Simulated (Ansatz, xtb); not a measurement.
# C4H3N3: which of two isomers lies lower

We compare a, `N#Cc1cn[nH]c1`, a singlet, with b, `N#Cc1cc[nH]n1`, a singlet. Both are isolated molecules in the gas phase, relaxed with B3LYP/def2-SVP.

Energies in hartree; the thermal terms are from GFN2-xTB frequencies at re-optimised GFN2-xTB minima (ideal gas, soft modes damped towards free rotors, one conformer each, 298.15 K, 1 atm) and include the zero-point energy:

```
                              a           b
E, CCSD(T)/def2-SVP  −317.341249  −317.338597
    E, MP2/def2-SVP  −317.277347  −317.276155
  E, MP2/def2-TZVPP  −317.850805  −317.849917
  zero-point energy     0.067938     0.067908
       H(298 K) − E     0.074381     0.074338
       G(298 K) − E     0.038618     0.038624
```

Q: Correct the CCSD(T) difference for the basis set by the MP2 change, then work out ΔE, ΔE₀, ΔH and ΔG for a → b in kJ/mol (1 Eh = 2625.50 kJ/mol) and the equilibrium ratio [b]/[a].

A: 1. Differences b − a: CCSD(T) +0.002652, MP2 in the small set +0.001192, MP2 in the large set +0.000888 Eh.
2. ΔE = +0.002652 + (+0.000888 − (+0.001192)) = +0.002348 Eh = +6.16 kJ/mol.
3. ΔE₀ = ΔE + ΔZPE = +0.002348 + (−0.000030) Eh = +6.09 kJ/mol.
4. ΔH = ΔE + (−0.000043) Eh = +6.05 kJ/mol.
5. ΔG = ΔE + (+0.000006) Eh = +6.18 kJ/mol, so ΔS = (ΔH − ΔG)/T = −0.4 J/(mol K).
6. kT = 0.9442 mEh, so K = [b]/[a] = exp(−ΔG/kT) = exp(−2.49) ≈ 0.083.

Structure a is favoured at this temperature. An error of 4 kJ/mol in ΔG would change K by a factor of 5. Mirror images and further conformers aren't counted.

As drawn, both hold the same kinds of bond in the same numbers.

Other levels gave ΔE = +6.9 (GFN2-xTB); +6.3 (HF/STO-3G, GFN2-xTB geometries); +7.2 (r2SCAN-D4/def2-SVP, GFN2-xTB geometries); +6.8 (B3LYP/def2-SVP); +11.8 (HF/def2-SVP); +3.1 (MP2/def2-SVP); +7.0 (CCSD(T)/def2-SVP) kJ/mol. The correlated steps freeze 7 core orbitals. Programs: Ansatz 0.2.0, xtb 6.7.1.
